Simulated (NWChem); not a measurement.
System: C2H2F, doublet; SMILES [CH]=CF

Here is an NWChem input.

```
start job
memory heap 200 mb stack 900 mb global 1100 mb
geometry units angstroms noautoz
  C      0.171229     1.262372     0.000000
  C     -0.431031     0.096612     0.000000
  F      0.215200    -1.075304     0.000000
  H      1.156898     1.718762     0.000000
  H     -1.520051    -0.027772     0.000000
end
basis spherical
  * library def2-tzvp
end
dft
  odft
  mult 2
  xc xcamb88 1.00 lyp 0.81 vwn_5 0.19 hfexch 1.00
  cam 0.33 cam_alpha 0.19 cam_beta 0.46
  iterations 150
  mulliken
end
task dft energy
```

In the optimisation the excess spin sits in a' (Cs, its own frame). The geometry was optimised at PBE0/def2-SVP, spin-unrestricted. No stability test was run on the SCF state.

Task: What results follow from this input? (CAM-B3LYP/def2-TZVP, spin-unrestricted.) Quantities: energy (Ha); highest occupied level (eV); lowest empty minus highest occupied level, either spin (eV); dipole (D); <S²>.

Result: 
| Item | Result |
|---|---|
| energy (Ha) | -177.14 |
| highest occupied level (eV) | -9.20 |
| lowest empty minus highest occupied level, either spin (eV) | 7.52 |
| dipole (D) | 0.86 |
| <S²> | 0.761 |
